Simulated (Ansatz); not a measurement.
Start from `O[SiH](F)[SiH2]Br` and change one atom or group to get `O[SiH](F)N[SiH3]`.

Ansatz, PBE0-D4/def2-TZVP geometries, multiplicity 1. Each molecule was computed in one conformer, which needn't be the lowest.

Scalar relativity is left out up to krypton.

| property | `O[SiH](F)[SiH2]Br` |
| --- | --- |
| HOMO–LUMO gap (PBE0/def2-TZVPP) / eV | 6.92 |
| LUMO energy (ωB97M-V/def2-TZVPP) / eV | 0.60 |
| HOMO–LUMO gap (PBE/def2-TZVPP) / eV | 4.88 |
| LUMO energy (B3LYP/def2-TZVPP) / eV | -1.38 |
| HOMO energy (PBE/def2-TZVPP) / eV | -6.90 |
| size of the dipole moment (ωB97M-V/def2-TZVPP) / D | 1.33 |

Question: Give the same properties after the change, and the shifts. (An estimate is asked.)

Answer: The calculation gave: 
```json
{"property": "HOMO–LUMO gap (PBE0/def2-TZVPP) / eV", "`O[SiH](F)N[SiH3]`": "8.13", "shift": "1.21"}
{"property": "LUMO energy (ωB97M-V/def2-TZVPP) / eV", "`O[SiH](F)N[SiH3]`": "1.71", "shift": "1.11"}
{"property": "HOMO–LUMO gap (PBE/def2-TZVPP) / eV", "`O[SiH](F)N[SiH3]`": "5.90", "shift": "1.02"}
{"property": "LUMO energy (B3LYP/def2-TZVPP) / eV", "`O[SiH](F)N[SiH3]`": "-0.08", "shift": "1.30"}
{"property": "HOMO energy (PBE/def2-TZVPP) / eV", "`O[SiH](F)N[SiH3]`": "-6.56", "shift": "0.34"}
{"property": "size of the dipole moment (ωB97M-V/def2-TZVPP) / D", "`O[SiH](F)N[SiH3]`": "2.23", "shift": "0.90"}
```

With PBE0 the HOMO rises by 0.18 eV and the LUMO rises by 1.39 eV, so the gap widens by about 1.21 eV. PBE moves the HOMO by 0.34 eV and ωB97M-V by -0.07 eV. Dipoles are sizes alone; their direction can turn.

B3LYP here is the variant with VWN-RPA as its local correlation; programs differ in this.

Spin–orbit coupling is left out; it splits and shifts lone-pair levels of the heavy atoms by tenths of an eV.
